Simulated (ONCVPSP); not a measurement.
An all-electron radial function and its pseudo partner (Be (Z = 4))

Columns: radius, all-electron u(r) and pseudo u(r) of the 1s shell (level -106.21 eV) of beryllium in the configuration 1s2 2s2; PBE, scalar-relativistic, ONCV scheme, ONCVPSP 4.0.1.

```json
{"r (bohr)": "0.040", "all-electron": "0.5009", "pseudo": "0.3397"}
{"r (bohr)": "0.080", "all-electron": "0.8538", "pseudo": "0.6569"}
{"r (bohr)": "0.120", "all-electron": "1.0938", "pseudo": "0.9323"}
{"r (bohr)": "0.160", "all-electron": "1.2482", "pseudo": "1.1523"}
{"r (bohr)": "0.200", "all-electron": "1.3378", "pseudo": "1.3100"}
{"r (bohr)": "0.240", "all-electron": "1.3790", "pseudo": "1.4058"}
{"r (bohr)": "0.280", "all-electron": "1.3837", "pseudo": "1.4442"}
{"r (bohr)": "0.320", "all-electron": "1.3625", "pseudo": "1.4368"}
{"r (bohr)": "0.360", "all-electron": "1.3226", "pseudo": "1.3952"}
{"r (bohr)": "0.400", "all-electron": "1.2694", "pseudo": "1.3305"}
{"r (bohr)": "0.440", "all-electron": "1.2079", "pseudo": "1.2536"}
{"r (bohr)": "0.480", "all-electron": "1.1410", "pseudo": "1.1717"}
{"r (bohr)": "0.520", "all-electron": "1.0715", "pseudo": "1.0900"}
{"r (bohr)": "0.560", "all-electron": "1.0013", "pseudo": "1.0111"}
{"r (bohr)": "0.600", "all-electron": "0.9317", "pseudo": "0.9363"}
{"r (bohr)": "0.640", "all-electron": "0.8640", "pseudo": "0.8657"}
{"r (bohr)": "0.680", "all-electron": "0.7986", "pseudo": "0.7991"}
{"r (bohr)": "0.720", "all-electron": "0.7363", "pseudo": "0.7363"}
{"r (bohr)": "0.760", "all-electron": "0.6772", "pseudo": "0.6771"}
{"r (bohr)": "0.800", "all-electron": "0.6215", "pseudo": "0.6215"}
{"r (bohr)": "0.840", "all-electron": "0.5694", "pseudo": "0.5693"}
{"r (bohr)": "0.880", "all-electron": "0.5206", "pseudo": "0.5206"}
{"r (bohr)": "0.920", "all-electron": "0.4753", "pseudo": "0.4753"}
{"r (bohr)": "0.960", "all-electron": "0.4333", "pseudo": "0.4333"}
{"r (bohr)": "1.000", "all-electron": "0.3945", "pseudo": "0.3944"}
{"r (bohr)": "1.040", "all-electron": "0.3587", "pseudo": "0.3587"}
```

Question: How many radial nodes do the two functions have?

Answer: The all-electron 1s function has n − l − 1 = 0; the pseudo-wave has 0.

Question: At about which radius was the pseudo-wave matched?

Answer: 0.80 bohr. The columns agree to 0.0005 from 0.72 bohr on; several derivatives are matched, so the curves merge somewhat inside the radius.

Question: Is the pseudo-wave norm-conserving?

Answer: Yes: the ONCV scheme keeps the norm inside the radius equal to the all-electron one, which fixes the energy derivative of the logarithmic derivative at the level.
